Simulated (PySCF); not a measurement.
## How methods differ on the ionisation energy of K³⁺

K³⁺ [Ne] 3s2 3p4 (3P) → K⁴⁺ [Ne] 3s2 3p3 (4S), as a difference of total energies. Computed with PySCF 2.14 in an uncontracted even-tempered set (22 s from 0.028 bohr⁻², ratio 2.5; 14 p from 0.036 bohr⁻², ratio 2.5; 6 d from 1.2 bohr⁻², ratio 2.7; 5 f from 1.8 bohr⁻², ratio 2.7), with the spin-free X2C one-electron Hamiltonian (Gaussian nucleus). Correlated levels: outer shells: 1s2 frozen; virtual orbitals above 40 to 60 times the deepest correlated orbital energy dropped. The calculations carry no spin-orbit coupling.

Question: Order these methods by the ionisation energy they give, lowest first.
A. r2SCAN
B. LDA
C. UHF
D. TPSSh

Answer: C (59.464 eV), A (60.855 eV), D (60.964 eV), B (61.027 eV).

A first-order spin-orbit estimate (lowest level to lowest level, LS coupling) adds 0.094 eV.

For comparison: 60.917 ± 0.019 eV (semi-empirical (NIST evaluation); NIST Atomic Spectra Database, ionization energies).
